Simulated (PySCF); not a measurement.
Isomers of C3H11OPSi2, one GFN2-xTB conformer each. Single-point energies are computed at PBE0/pcSseg-1 (PySCF, gas phase, no added dispersion term), electronic only.

```json
{"SMILES": "C[SiH](C)[Si@H](P)C=O", "GFN2-xTB relative energy (kJ/mol)": "26.5"}
{"SMILES": "C[C@@H]([SiH2]P)[SiH2]C=O", "GFN2-xTB relative energy (kJ/mol)": "0.0"}
```

Conformers: `[CH3:1][SiH:2]([CH3:3])[Si@H:4]([PH2:5])[CH:6]=[O:7]` with C1–Si2–Si4–P5 93°, Si2–Si4–P5–H -73° and 20°, Si2–Si4–C6–O7 86°; `[CH3:1][C@@H:2]([SiH2:3][PH2:4])[SiH2:5][CH:6]=[O:7]` with C1–C2–Si3–P4 -60°, C2–Si3–P4–H -84° and -176°, C1–C2–Si5–C6 171°, C2–Si5–C6–O7 9°.

Q: What does PBE0/pcSseg-1 give for the same structures?

A: 
| SMILES | PBE0/pcSseg-1 E (Eh) | PBE0/pcSseg-1 (kJ/mol) | GFN2-xTB (kJ/mol) | point group |
| --- | --- | --- | --- | --- |
| C[SiH](C)[Si@H](P)C=O | -1115.84162 | 0.0 | 26.5 | C1 |
| C[C@@H]([SiH2]P)[SiH2]C=O | -1115.81731 | 63.8 | 0.0 | C1 |

GFN2-xTB puts C[C@@H]([SiH2]P)[SiH2]C=O lowest instead. As drawn, the lower has an Si–Si bond, which the higher lacks.

Q: Which frontier levels, dipoles and rotational constants go with these structures?

A: 
```tsv
SMILES	HOMO (eV, PBE0/pcSseg-1)	LUMO (eV)	dipole (D)	A, B, C (MHz)
C[SiH](C)[Si@H](P)C=O	-6.95	-1.66	3.08	1788, 862.0, 731.1
C[C@@H]([SiH2]P)[SiH2]C=O	-6.95	-1.46	1.87	2196, 784.3, 631.6
```
